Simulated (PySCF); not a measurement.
# Si4H11N

The system: Si4H11N, a small molecule; neutral, singlet. The structure, one conformer, was relaxed in the gas phase by PBE0-D3(BJ)/def2-SVP. No frequency run checks that it is a minimum.

SMILES: [SiH3]N[SiH]([SiH3])[SiH3]

```xyz
16

Si   -0.661   -0.075    0.701
Si   -0.630    2.256    1.010
Si   -1.505   -0.520   -1.444
N     0.946   -0.741    0.910
Si    2.039   -1.393   -0.275
H    -1.615   -0.674    1.694
H     0.242    2.879   -0.035
H    -2.001    2.846    0.902
H    -0.067    2.606    2.354
H    -0.678    0.134   -2.504
H    -2.882    0.066   -1.490
H    -1.595   -1.986   -1.724
H     1.339   -0.615    1.841
H     3.119   -0.438   -0.680
H     2.706   -2.627    0.245
H     1.232   -1.729   -1.485
```
Atom numbers follow the order of the file, from 1.

Shieldings: GIAO PBE0/pcSseg-1. Shifts are against computed references at the same level: H TMS (σ 31.27 ppm), Si TMS (σ 352.0 ppm). Core levels by delta-SCF with SCAN, pcX-2 on the ionised atom and pcseg-1 elsewhere, spin-free X2C (2p3/2 is the spin-free 2p value less a third of a first-order spin-orbit splitting); from the vacuum level, for chosen atoms.

Problem. Give the NMR and core-level values of the distinct atoms.

Solution. 
```tsv
atoms	bonded to	σ (ppm)	δ (ppm)	core level (eV)
Si1	1 N + 2 Si + 1 H	389.8	-37.8	2p3/2 106.42
Si2	1 Si + 3 H	457.2	-105.2	2p3/2 106.23
Si3	1 Si + 3 H	456.5	-104.5	2p3/2 106.41
N4	2 Si + 1 H	272.2	-	1s 404.15
Si5	1 N + 3 H	400.3	-48.3	2p3/2 107.04
H6	1 Si	25.91	5.36	-
H7 H8 H9	1 Si	27.77	3.49	-
H10 H11 H12	1 Si	27.54	3.73	-
H13	1 N	32.32	-1.05	-
H14 H15 H16	1 Si	26.59	4.68	-
```

Values are those of this one static structure, with the three H of a rotating XH3 group averaged; atoms that internal rotation interchanges would show their mean in an NMR spectrum.

Problem. Which of Si1, Si2, Si3, Si5 holds its core electrons tightest, and by how much against the loosest?

Solution. Si5 (bonded to 1 N + 3 H), by 0.81 eV over Si2 (bonded to 1 Si + 3 H).

Problem. By CAM-B3LYP/def2-SVPD (TDDFT singlets, Tamm-Dancoff triplets, ionisation by delta-SCF), where does absorption start, and what does vertical ionisation take?

Solution. The lowest singlet lies at 5.55 eV (f 0.005), the strongest of the first 6 at 6.87 eV (f 0.156), the lowest triplet at 5.12 eV; vertical ionisation takes 8.97 eV.
